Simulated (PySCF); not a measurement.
Vertical excitations of a molecule C4H8OS from TDA-PBE/def2-SVPD in PySCF, as energy in eV (oscillator strength): 3.59 (0.000), 4.04 (0.000), 5.04 (0.004), 5.13 (0.010), 5.73 (0.026), 5.76 (0.004), 5.93 (0.001), 6.01 (0.010), 6.25 (0.029), 6.28 (0.016). Lowest triplet (TDA): 3.40 eV. Geometry: PBE-D3(BJ)/def2-SVP. Other conformers were not sampled.

**Question.** Pick the molecule that these values belong to.
A. O=CCCCS
B. C=COCSC
C. CCCSC=O
D. CCC(=O)CS

**Answer.** A, O=CCCCS
